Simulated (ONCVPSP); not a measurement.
## cerium: variants of one ONCV potential

Base potential:

cerium, optimised norm-conserving Vanderbilt (ONCV), made with ONCVPSP 4.0.1 (LDA (Perdew-Wang 92), scalar-relativistic). Core [Kr] 4d10, reference 4f1 5s2 5p6 5d1 6s1.5 6p0.5. Waves: 5s+6s: rc 2.70 bohr, ncon 5, nbas 8, qcut 3.4 1/bohr, 2 projectors; 5p+6p: rc 3.40 bohr, ncon 4, nbas 9, qcut 3.4 1/bohr, 3 projectors, debl 0.9 Ha; 5d: rc 3.90 bohr, ncon 4, nbas 8, qcut 4.7 1/bohr, 2 projectors, debl 2.4 Ha; 4f: rc 1.85 bohr, ncon 5, nbas 10, qcut 9.3 1/bohr, 2 projectors, debl 1.9 Ha. Local part: polynomial inside 1.75 bohr (lpopt 5, dvloc0 0 Ha). Core correction: Teter function, fcfact 3.5, rcfact 1.4.

All-electron outer shells of the reference configuration (LDA (PZ), scalar-relativistic, ld1.x):

| shell | level (eV) | outermost node (bohr) | outermost maximum (bohr) |
| --- | --- | --- | --- |
| 4p | -211.21 | 0.33 | 0.62 |
| 4d | -111.02 | 0.31 | 0.66 |
| 5s | -41.30 | 0.75 | 1.37 |
| 5p | -23.87 | 0.81 | 1.53 |
| 4f | -6.19 | – | 0.71 |
| 6s | -4.22 | 1.81 | 3.68 |
| 5d | -3.65 | 0.92 | 2.18 |
| 6p | -1.69 | 2.15 | 4.84 |

Cutoffs, loose and tight: the cutoffs (Ha) at which the residual kinetic energy of the hardest occupied pseudo-wave falls to 1 and 0.1 mHa per electron. They do not see the model core or the augmentation charge, which bear on the density cutoff. Test errors are all-electron minus pseudo excitation energies from the reference, over the configurations 4f1 5s2 5p6 5d1 6s2 6p0; 4f1 5s2 5p6 5d1 6s1 6p0; 4f1 5s2 5p6 5d1 6s0 6p0; 4f0 5s2 5p6 5d2 6s2 6p0. A dash means not determined; rows that change the core or the reference have their own tests.

| change | outcome | cutoff, loose | cutoff, tight | bound ghosts | GHOST(+) flags above zero | largest test error (meV) |
| --- | --- | --- | --- | --- | --- | --- |
| base | generated | 38 Ha | 43 Ha | none | s, d | +585 |
| core correction Teter function, fcfact 3.5, rcfact 0.98 | generated | 38 Ha | 43 Ha | none | s, d | +645 |
| core correction Teter function, fcfact 3.5, rcfact 1.08 | generated | 38 Ha | 43 Ha | none | s, d | +629 |
| core correction Teter function, fcfact 3.5, rcfact 1.26 | generated | 38 Ha | 43 Ha | none | s, d | +601 |
| core correction Teter function, fcfact 3.5, rcfact 1.42 | generated | 38 Ha | 43 Ha | none | s, d | +585 |
| core correction Teter function, fcfact 3.5, rcfact 1.6 | generated | 38 Ha | 43 Ha | none | s, d | +569 |
| core correction Teter function, fcfact 3.5, rcfact 1.76 | generated | 38 Ha | 43 Ha | none | s, d | +558 |
| core correction Teter function, fcfact 3.5, rcfact 1.92 | generated | 38 Ha | 43 Ha | none | s, d | +547 |
| core correction Teter function, fcfact 3.5, rcfact 2.06 | generated | 38 Ha | 43 Ha | none | s, d | +536 |

Reading the sweep of the rcfact (base included, trends over the rows without a ghost): The loose cutoff stays near 38 Ha. The median size of the test errors (rows with all tests solved) rises from 4.9 meV at 0.98 to 13.5 meV at 2.06.
